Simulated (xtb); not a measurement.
Si(H)(Cl)(Br)(vinyl) (C₂H₄BrClSi), SMILES C=C[SiH](Br)Cl. All values are semi-empirical tight-binding results from xtb (GFN2-xTB unless named), good for trends rather than for accurate numbers. Geometry: GFN2-xTB. One conformer was computed; it need not be the lowest.

Problem. Estimate the properties. (The exact figures need the calculation; the answer reports its results.)

Solution. 
| Property | Value |
|---|---|
| orbital gap | 4.37 eV |
| zero-point energy | 33.1 kcal/mol |
| G − E(el) at 298.15 K (modified RRHO) | 12.0 kcal/mol |
| static polarisability (D4 model) | 86.2 bohr³ |
| solvation energy, GFN2-xTB/ALPB(water) | -1.2 kcal/mol |
| solvation energy, GFN2-xTB/ALPB(hexane) | -5.2 kcal/mol |
